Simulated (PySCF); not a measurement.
Several molecules and their computed UV-vis stick spectra, shuffled. Computed, not measured: TDDFT PBE0/def2-SVPD, vertical, gas phase, core orbitals frozen in the response in PySCF. Geometries: PBE0-D3(BJ)/def2-SVP; one conformer of each isolated species. Triplets are in the Tamm–Dancoff approximation. Relativistic effects are left out although some hold elements past zinc.

A. `COc1ccc(Br)c(C(=O)F)c1`
B. `N[SiH](N)S`
C. `n1c(C2CCC2)cn[se]1`
D. `C[Si](C)(C)P`

Lowest singlet levels (six at most, fewer where fewer were computed) with oscillator strengths:

1. 5.97 eV (f 0.014); 6.62 eV (f 0.020); 6.69 eV (f 0.046); 6.77 eV (f 0.049); 6.86 eV (f 0.004); 7.10 eV (f 0.011); T1 5.59 eV
2. 4.80 eV (f 0.172); 4.85 eV (f 0.000); 4.96 eV (f 0.000); 5.36 eV (f 0.001); 6.15 eV (f 0.023); 6.24 eV (f 0.017)
3. 6.25 eV (f 0.029); 6.34 eV (f 0.005); 7.27 eV (f 0.341); 7.37 eV (f 0.007); 7.50 eV (f 0.004); 7.54 eV (f 0.008); T1 5.53 eV
4. 3.99 eV (f 0.085); 4.54 eV (f 0.000); 5.17 eV (f 0.050); 5.50 eV (f 0.000); 5.61 eV (f 0.005); 5.63 eV (f 0.064); T1 3.05 eV

Question: Match each spectrum to its molecule.

Answer: 1 = B, 2 = C, 3 = D, 4 = A.
- A: S1 at 3.99 eV, HOMO→LUMO (95%); Löwdin shares by element: HOMO carbon 27% or more, bromine 23%, oxygen 16% or more (atoms not listed hold the other 34%); LUMO carbon 44% or more, oxygen 15% or more (atoms not listed hold the other 41%); HOMO -6.95 and LUMO -2.18 eV.
- B: S1 at 5.97 eV, HOMO→LUMO (86%); Löwdin shares by element: HOMO sulfur 65%, nitrogen 20% or more, hydrogen 6% or more, silicon 5%; LUMO sulfur 30%, silicon 25%, hydrogen 15% or more, nitrogen 6% or more (atoms not listed hold the other 24%); HOMO -7.12 and LUMO 0.23 eV.
- C: S1 at 4.80 eV, HOMO→LUMO (93%); Löwdin shares by element: HOMO selenium 51%, carbon 25% or more, nitrogen 7% or more (atoms not listed hold the other 16%); LUMO nitrogen 47%, selenium 20%, carbon 14% or more (atoms not listed hold the other 19%); HOMO -7.17 and LUMO -1.62 eV.
- D: S1 at 6.25 eV, HOMO→LUMO (96%); Löwdin shares by element: HOMO phosphorus 63%, silicon 12%, carbon 7% or more, hydrogen 6% or more; LUMO carbon 16% or more, silicon 16%, phosphorus 15% (atoms not listed hold the other 53%); HOMO -7.04 and LUMO 0.27 eV; point group Cs.
